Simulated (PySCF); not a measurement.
## Se (selenium, neutral): r2SCAN calculation

Configuration: [Ar] 3d10 4s2 4p4, high-spin 3P determinant. Computed with PySCF 2.14 in def2-QZVPPD, with no relativity, point nucleus.

```
Total energy                                                  : -2401.526 hartree
One-electron energy                                           : -3342.975 hartree
Hartree (Coulomb) energy                                      : 1028.569 hartree
Exchange-correlation energy                                   : -87.119 hartree
Kinetic energy                                                : 2398.22705 hartree
⟨S²⟩                                                          : 2.0057
⟨L²⟩                                                          : 2.026
Sum of ⟨r⟩                                                    : 25.33 bohr
Sum of ⟨r²⟩                                                   : 40.76 bohr²
Traceless quadrupole moment −½Σ⟨3z² − r²⟩ along its main axis : -2.46 e·bohr²
Density at the nucleus (Gaussians lack the cusp)              : 26900 bohr⁻³
Spin density at the nucleus                                   : -0.364 bohr⁻³
Langevin diamagnetic susceptibility                           : -32.3 ×10⁻⁶ cm³/mol
```

```csv
shell,electrons,mean orbital energy (eV),spread (eV),"rms radius, mean of both spins (bohr)"
1s α,1,-12335.2,0,0.0521
1s β,1,-12335.0,0,0.0521
2s α,1,-1575.5,0,0.217
2s β,1,-1575.5,0,0.217
2p α,3,-1412.8,0.175,0.191
2p β,3,-1412.7,0.072,0.191
3s α,1,-211.86,0,0.626
3s β,1,-211.73,0,0.626
3p α,3,-155.20,0.489,0.642
3p β,3,-155.04,0.350,0.642
3d α,5,-55.587,0.507,0.701
3d β,5,-55.357,0.314,0.701
4s α,1,-18.230,0,1.97
4s β,1,-15.778,0,1.97
4p α,3,-7.565,1.357,2.47
4p β,1,-6.032,0,2.47
```
